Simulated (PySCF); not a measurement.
**State search for K₂**

Unrestricted PBE0; basis K pcseg-2; no relativity; PySCF 2.14. Outer shells of the fragments: K 4s1; K 4s1.

Followed along the bond (rough minima from three points):

```json
{"2Ms+1": "1", "unpaired": "none", "⟨S²⟩ at the start": "0.00", "R at minimum (Å)": "4.01", "Te (eV)": "0.00"}
{"2Ms+1": "3", "unpaired": "σ ↑, π ↑", "⟨S²⟩ at the start": "2.00", "R at minimum (Å)": "3.83", "Te (eV)": "1.21"}
{"2Ms+1": "1", "unpaired": "σ ↑, π ↓", "⟨S²⟩ at the start": "1.00", "R at minimum (Å)": "3.95", "Te (eV)": "1.59"}
{"2Ms+1": "3", "unpaired": "σ ↑↑", "⟨S²⟩ at the start": "2.00", "R at minimum (Å)": "none in the scan", "Te (eV)": "≤ 0.47"}
```

Solutions found at the starting distance of 3.890 Å, counted from the lowest of them; the search is not exhaustive and high or unbound solutions are not listed, so other states can lie among these:

```csv
2Ms+1,unpaired,term,E (eV),⟨S²⟩,⟨Lz²⟩
1,none,¹Σ⁺,0.00,0.00,0.00
3,σ ↑↑,³Σ⁺,0.67,2.00,0.00
3,"σ ↑, π ↑",³Π,1.21,2.00,1.01
1,"σ ↑, π ↓",mixed,1.59,1.00,1.01
```

A term symbol is given only where ⟨S²⟩ and ⟨Lz²⟩ are close to those of a pure state; real π, δ and φ orbitals otherwise mix terms, and g/u labels are left off.

Counting both spins, an empty level lies below a filled one in some of these solutions, because spin and occupation are held.
